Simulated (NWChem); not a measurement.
Species: C$_{2}$H$_{6}$Be; SMILES [CH3][Be][CH3]

Computed with NWChem. Pople sets run with spherical d functions. Geometry: optimised at PBE0/def2-SVP. Level M06-L/6-31G*: energy and gradient on several grids; changes count from the extra-fine grid, which is no exact limit either.

| grid | size of the energy change (μHa) | largest change of a gradient component (μHa/bohr) |
|---|---|---|
| xcoarse | 400 | 1000 |
| coarse | < 10 | 700 |
| medium | < 10 | 400 |
| fine | < 10 | 40 |
| xfine | < 10 | < 30 |
